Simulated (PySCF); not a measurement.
## Ga²⁺ (gallium, charge +2) across methods

[Ar] 3d10 4s1, 2S determinant. Calculation: PySCF 2.14, in aug-cc-pVQZ-DK (8s7p5d3f2g, 93 functions); scalar relativity by spin-free X2C-1e.

| method | E (hartree) | mean ε 3d α (eV) | mean ε 3d β (eV) | mean ε 4s α (eV) | Σ⟨r²⟩ (bohr²) | ⟨S²⟩ |
| --- | --- | --- | --- | --- | --- | --- |
| PBE | -1942.582 | -39.645 | -39.393 | -26.648 | 17.72 | 0.751 |
| r2SCANh | -1942.816 | -41.349 | -41.115 | -27.367 | 17.61 | 0.751 |
| TPSSh | -1942.830 | -40.888 | -40.642 | -26.923 | 17.67 | 0.751 |
| LDA | -1939.686 | -40.025 | -39.793 | -26.982 | 17.67 | 0.750 |
| BHandHLYP | -1942.831 | -46.214 | -46.056 | -28.545 | 17.63 | 0.750 |
| UHF | -1941.28601 | -51.829 | -51.720 | -29.749 | 17.68 | 0.751 |
| r2SCAN | -1942.829 | -40.072 | -39.817 | -27.016 | 17.63 | 0.751 |
| wB97X-V | -1942.695 | -45.271 | -45.107 | -29.780 | 17.70 | 0.750 |
| PBE0 | -1942.606 | -42.938 | -42.725 | -27.574 | 17.65 | 0.750 |
